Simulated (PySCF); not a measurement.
Work out the structure from these simulated measurements.

Formula: C5H5F2NO2.

| Property | Result |
| --- | --- |
| UV, strongest line | among the 6 lowest singlet transitions: S4 at 7.58 eV (164 nm, f = 0.015) [TDDFT PBE0/def2-SVPD] |
| 1H NMR | chemical shifts (computed TMS as zero) by class: 6.47 (1 H), 5.80 (1 H), 4.76 (1 H), 4.47 (1 H), 4.37 (1 H) ppm [GIAO PBE0/pcSseg-1] |
| 13C NMR | chemical shifts (computed TMS as zero) by class: 120.4 (1 C), 118.6 (1 C), 95.9 (1 C), 79.5 (1 C), 65.9 (1 C) ppm [GIAO PBE0/pcSseg-1] |
| Rotational structure | rotational constants A, B, C: 2.197, 1.101, 0.895 GHz [GFN2-xTB] |
| UV, first state | lowest singlet excitation: 7.33 eV (169 nm, f = 0.002) [TDDFT PBE0/def2-SVPD] |
| Dipole | 3.77 D [PBE0/def2-SVPD] |
| Polarisability | 67.6 au [PBE0/def2-SVPD] |
| NMR, other nuclei | isotropic shieldings of nuclei other than C and H, by class: -44 (1 N), 230 (1 O), 242 (1 O), 318 (1 F), 320 (1 F) ppm [GIAO PBE0/pcSseg-1] |
| Triplet | lowest triplet excitation (Tamm–Dancoff): 6.20 eV [TDA PBE0/def2-SVPD] |

The electronic properties come from PySCF, for the isolated species, density fitting. Levels stand in brackets. NMR shifts are as computed; neighbouring signals can stand in another order in a measured spectrum. Isolated species at its GFN2-xTB geometry (one conformer only). NMR values are class means; diastereotopic atoms form classes of their own.

Task: Propose a structure and show how it fits.

Result: Numbering: `[N:1]#[C:2][C@@H:3]1[O:4][CH2:5][C@H:6]([CH:7]([F:8])[F:9])[O:10]1`. Its formula, C5H5F2NO2, gives 3 degrees of unsaturation: 1 ring and 2 π bonds in the structure found. 5 carbons fall into 5 classes; from least to most shielded: CHF2 carbon [C7] (120.4 ppm), nitrile carbon [C2] (118.6 ppm), sp3 carbon bearing two oxygens [C3] (95.9 ppm), ring sp3 carbon bound to oxygen [C6] (79.5 ppm), ring sp3 carbon bound to oxygen [C5] (65.9 ppm). Hydrogen classes from least to most shielded: 1 H on a CHF2 carbon, C7 (6.47 ppm), 1 H on an sp3 carbon bearing two oxygens, C3 (5.80 ppm), 1 H on an sp3 carbon bound to oxygen, C5 (4.76 ppm), 1 H on an sp3 carbon bound to oxygen, C5 (4.47 ppm), 1 H on an sp3 carbon bound to oxygen, C6 (4.37 ppm). The other shieldings belong to: -44 ppm, nitrile nitrogen [N1]; 230 ppm, cyclic ether oxygen [O10]; 242 ppm, cyclic ether oxygen [O4]; 318 ppm, fluorine of a CF2 group [F8]; 320 ppm, fluorine of a CF2 group [F9]. The optimised geometry has point group C1 and is an asymmetric top. Structure: `N#C[C@@H]1OC[C@H](C(F)F)O1`. Computed isomers that give other values at the same levels: `N#C[C@]1(OC(F)F)CCO1` (13C chemical shifts (computed TMS as zero) by class: 120.6 (1 C), 119.0 (1 C), 96.6 (1 C), 68.4 (1 C), 37.6 (1 C) ppm); `C[C@@]1(OC(F)F)O[C@@H]1C#N` (13C chemical shifts (computed TMS as zero) by class: 123.3 (1 C), 119.8 (1 C), 84.5 (1 C), 43.5 (1 C), 22.6 (1 C) ppm); `N#CC[C@@H]1O[C@H]1OC(F)F` (13C chemical shifts (computed TMS as zero) by class: 120.1 (1 C), 119.0 (1 C), 77.7 (1 C), 49.7 (1 C), 19.0 (1 C) ppm). The assignments are read from this structure; whether some other isomer fits the data as well wasn't checked. The mirror image fits equally.
